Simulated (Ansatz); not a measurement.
GdCl₃, relaxed as a octet with UKS PBE-D4/def2-SVP in Ansatz, starting from the GFN2-xTB geometry. Force threshold 0.02 eV/Å.

In the def2 sets Gd takes a core potential; there is no spin–orbit coupling.

Start:

```xyz
4

Gd    0.6782    0.4131    0.3088
Cl   -0.7596   -0.7328    1.8658
Cl    1.0522   -1.3675   -1.2720
Cl   -0.9707    1.6871   -0.9026
```

**Question.** Estimate the energy that the relaxation releases and the steps that it takes.

**Answer.** 0.17 eV, in 4 steps; 9.5 s on 4 threads of Arm Neoverse V1 on a shared host. No frequencies were taken in this run, so the end may be a saddle point.

**Question.** Does the start keep its bonding and symmetry?

**Answer.** By distances, no bond broke or formed. The bond that changes most is Gd1–Cl2, from 2.41 to 2.45 Å (atoms count from 1). Point group C3v at the start, C3v at the end, both within 0.05 Å.

**Question.** Predict the relaxed structure.

**Answer.** 
```xyz
4

Gd    0.363    0.221    0.165
Cl   -0.719   -0.738    2.149
Cl    1.310   -1.449   -1.365
Cl   -0.954    1.967   -0.949
```
Bond lengths: 3 × Cl–Gd 2.45 Å.
